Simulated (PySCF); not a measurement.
A series of related molecules.

All values: PBE0/pcSseg-1 (PySCF) at GFN2-xTB geometries, gas phase, one conformer each.

(1) Rank by dipole moment, highest first.
A. `[CH2:1]=[C:2]([SiH2:3][NH2:4])[C:5](=[O:6])[CH2:7][CH:8]=[O:9]` with C1–C2–Si3–N4 -16°, C2–Si3–N4–H 171° and -52°, C1–C2–C5–O6 -149°, C2–C5–C7–C8 -98°, C5–C7–C8–O9 107°
B. `[CH2:1]=[C:2]([SiH2:3][NH2:4])[C:5](=[O:6])[CH2:7][C:8]([NH2:9])=[O:10]` with C1–C2–Si3–N4 -156°, C2–Si3–N4–H 175° and -49°, C1–C2–C5–O6 -139°, C2–C5–C7–C8 -106°, C5–C7–C8–N9 -63°
C. `[CH2:1]=[C:2]([SiH2:3][NH2:4])[C:5]([CH3:6])=[O:7]` with C1–C2–Si3–N4 -7°, C2–Si3–N4–H 171° and -55°, C1–C2–C5–C6 16°
D. `[CH2:1]=[C:2]([SiH2:3][NH2:4])[C:5](=[O:6])[CH2:7][CH2:8][C:9]#[N:10]` with C1–C2–Si3–N4 177°, C2–Si3–N4–H 43° and -179°, C1–C2–C5–O6 125°, C2–C5–C7–C8 145°, C5–C7–C8–C9 -73°
E. `[CH:1]#[C:2][CH2:3][C:4](=[O:5])[C:6](=[CH2:7])[SiH2:8][NH2:9]` with C2–C3–C4–O5 130°, C3–C4–C6–C7 -33°, C4–C6–Si8–N9 -171°, C6–Si8–N9–H 52° and -172°
F. `[CH2:1]=[C:2]([CH3:3])[CH2:4][C:5](=[O:6])[C:7](=[CH2:8])[SiH2:9][NH2:10]` with C1–C2–C4–C5 105°, C2–C4–C5–O6 5°, C4–C5–C7–C8 -60°, C5–C7–Si9–N10 -11°, C7–Si9–N10–H 43° and -179°

Answers

(1) D (4.05 D), C (3.34 D), E (3.18 D), A (3.00 D), B (2.24 D), F (1.52 D).

All values together:

| SMILES | change | formula | μ (D) | HOMO (eV) | LUMO (eV) | lowest IAO charge (e) | highest IAO charge (e) | lowest Hirshfeld charge (e) | highest Hirshfeld charge (e) |
| --- | --- | --- | --- | --- | --- | --- | --- | --- | --- |
| C=C([SiH2]N)C(C)=O | parent | C4H9NOSi | 3.34 | -7.22 | -1.74 | -0.849 (N) | +0.896 (Si) | -0.322 (N) | +0.345 (Si) |
| C=C([SiH2]N)C(=O)CCN | H on C replaced by CH2NH2 | C5H12N2OSi | 1.77 | -6.82 | -1.78 | -0.840 (N) | +0.899 (Si) | -0.323 (N) | +0.346 (Si) |
| C=C([SiH2]N)C(=O)CCC#N | H on C replaced by CH2CN | C6H10N2OSi | 4.05 | -7.53 | -1.72 | -0.847 (N) | +0.908 (Si) | -0.321 (N) | +0.367 (Si) |
| C=C([SiH2]N)C(=O)CC=O | H on C replaced by CHO | C5H9NO2Si | 3.00 | -7.47 | -2.11 | -0.847 (N) | +0.901 (Si) | -0.316 (N) | +0.354 (Si) |
| C=C([SiH2]N)C(=O)CC(N)=O | H on C replaced by CONH2 | C5H10N2O2Si | 2.24 | -7.45 | -1.99 | -0.844 (N) | +0.907 (Si) | -0.322 (N) | +0.362 (Si) |
| C#CCC(=O)C(=C)[SiH2]N | H on C replaced by ethynyl | C6H9NOSi | 3.18 | -7.29 | -1.76 | -0.848 (N) | +0.903 (Si) | -0.318 (N) | +0.354 (Si) |
| C=CCC(=O)C(=C)[SiH2]N | H on C replaced by vinyl | C6H11NOSi | 3.16 | -7.09 | -1.85 | -0.849 (N) | +0.897 (Si) | -0.323 (N) | +0.343 (Si) |
| C=C([SiH2]N)C(=O)CO[SiH3] | H on C replaced by OSiH3 | C4H11NO2Si2 | 3.79 | -7.14 | -1.23 | -0.835 (N) | +0.899 (Si) | -0.316 (N) | +0.393 (Si) |
| C=C([SiH2]N)C(=O)CC#CC | H on C replaced by propynyl | C7H11NOSi | 3.88 | -7.03 | -1.63 | -0.848 (N) | +0.902 (Si) | -0.319 (N) | +0.352 (Si) |
| C=C(C)CC(=O)C(=C)[SiH2]N | H on C replaced by isopropenyl | C7H13NOSi | 1.52 | -6.98 | -1.28 | -0.846 (N) | +0.909 (Si) | -0.319 (N) | +0.367 (Si) |
| C=C([SiH2]N)C(=O)CCC | H on C replaced by C2H5 | C6H13NOSi | 1.88 | -7.15 | -1.77 | -0.840 (N) | +0.898 (Si) | -0.323 (N) | +0.344 (Si) |
| C=C([SiH2]N)C(=O)COC | H on C replaced by OCH3 | C5H11NO2Si | 3.14 | -7.00 | -1.55 | -0.841 (N) | +0.893 (Si) | -0.325 (N) | +0.338 (Si) |

Conformers: `[CH2:1]=[C:2]([SiH2:3][NH2:4])[C:5]([CH3:6])=[O:7]` with C1–C2–Si3–N4 -7°, C2–Si3–N4–H 171° and -55°, C1–C2–C5–C6 16°; `[CH2:1]=[C:2]([SiH2:3][NH2:4])[C:5](=[O:6])[CH2:7][CH2:8][NH2:9]` with C1–C2–Si3–N4 110°, C2–Si3–N4–H -173° and 54°, C1–C2–C5–O6 -170°, C2–C5–C7–C8 174°, C5–C7–C8–N9 -175°; `[CH2:1]=[C:2]([SiH2:3][NH2:4])[C:5](=[O:6])[CH2:7][CH2:8][C:9]#[N:10]` with C1–C2–Si3–N4 177°, C2–Si3–N4–H 43° and -179°, C1–C2–C5–O6 125°, C2–C5–C7–C8 145°, C5–C7–C8–C9 -73°; `[CH2:1]=[C:2]([SiH2:3][NH2:4])[C:5](=[O:6])[CH2:7][CH:8]=[O:9]` with C1–C2–Si3–N4 -16°, C2–Si3–N4–H 171° and -52°, C1–C2–C5–O6 -149°, C2–C5–C7–C8 -98°, C5–C7–C8–O9 107°; `[CH2:1]=[C:2]([SiH2:3][NH2:4])[C:5](=[O:6])[CH2:7][C:8]([NH2:9])=[O:10]` with C1–C2–Si3–N4 -156°, C2–Si3–N4–H 175° and -49°, C1–C2–C5–O6 -139°, C2–C5–C7–C8 -106°, C5–C7–C8–N9 -63°; `[CH:1]#[C:2][CH2:3][C:4](=[O:5])[C:6](=[CH2:7])[SiH2:8][NH2:9]` with C2–C3–C4–O5 130°, C3–C4–C6–C7 -33°, C4–C6–Si8–N9 -171°, C6–Si8–N9–H 52° and -172°; `[CH2:1]=[CH:2][CH2:3][C:4](=[O:5])[C:6](=[CH2:7])[SiH2:8][NH2:9]` with C1–C2–C3–C4 -129°, C2–C3–C4–O5 -103°, C3–C4–C6–C7 -9°, C4–C6–Si8–N9 -172°, C6–Si8–N9–H 170° and -55°; `[CH2:1]=[C:2]([SiH2:3][NH2:4])[C:5](=[O:6])[CH2:7][O:8][SiH3:9]` with C1–C2–Si3–N4 -55°, C2–Si3–N4–H 174° and -50°, C1–C2–C5–O6 -57°, C2–C5–C7–O8 -9°, C5–C7–O8–Si9 -167°; `[CH2:1]=[C:2]([SiH2:3][NH2:4])[C:5](=[O:6])[CH2:7][C:8]#[C:9][CH3:10]` with C1–C2–Si3–N4 -16°, C2–Si3–N4–H -52° and 173°, C1–C2–C5–O6 -149°, C2–C5–C7–C8 49°; `[CH2:1]=[C:2]([CH3:3])[CH2:4][C:5](=[O:6])[C:7](=[CH2:8])[SiH2:9][NH2:10]` with C1–C2–C4–C5 105°, C2–C4–C5–O6 5°, C4–C5–C7–C8 -60°, C5–C7–Si9–N10 -11°, C7–Si9–N10–H 43° and -179°; `[CH2:1]=[C:2]([SiH2:3][NH2:4])[C:5](=[O:6])[CH2:7][CH2:8][CH3:9]` with C1–C2–Si3–N4 -112°, C2–Si3–N4–H 172° and -55°, C1–C2–C5–O6 175°, C2–C5–C7–C8 -179°, C5–C7–C8–C9 180°; `[CH2:1]=[C:2]([SiH2:3][NH2:4])[C:5](=[O:6])[CH2:7][O:8][CH3:9]` with C1–C2–Si3–N4 72°, C2–Si3–N4–H -99° and 40°, C1–C2–C5–O6 37°, C2–C5–C7–O8 19°, C5–C7–O8–C9 -170°.

**Question.** Give the shifts from the parent, `C=C([SiH2]N)C(C)=O`.

**Answer.** 
```csv
SMILES,change in μ (D),change in HOMO (eV),change in LUMO (eV)
C=C([SiH2]N)C(=O)CCN,-1.57,+0.40,-0.04
C=C([SiH2]N)C(=O)CCC#N,+0.71,-0.31,+0.02
C=C([SiH2]N)C(=O)CC=O,-0.34,-0.25,-0.37
C=C([SiH2]N)C(=O)CC(N)=O,-1.10,-0.23,-0.25
C#CCC(=O)C(=C)[SiH2]N,-0.16,-0.07,-0.02
C=CCC(=O)C(=C)[SiH2]N,-0.18,+0.13,-0.11
C=C([SiH2]N)C(=O)CO[SiH3],+0.45,+0.08,+0.51
C=C([SiH2]N)C(=O)CC#CC,+0.54,+0.19,+0.11
C=C(C)CC(=O)C(=C)[SiH2]N,-1.82,+0.24,+0.46
C=C([SiH2]N)C(=O)CCC,-1.46,+0.07,-0.03
C=C([SiH2]N)C(=O)COC,-0.20,+0.22,+0.19
```
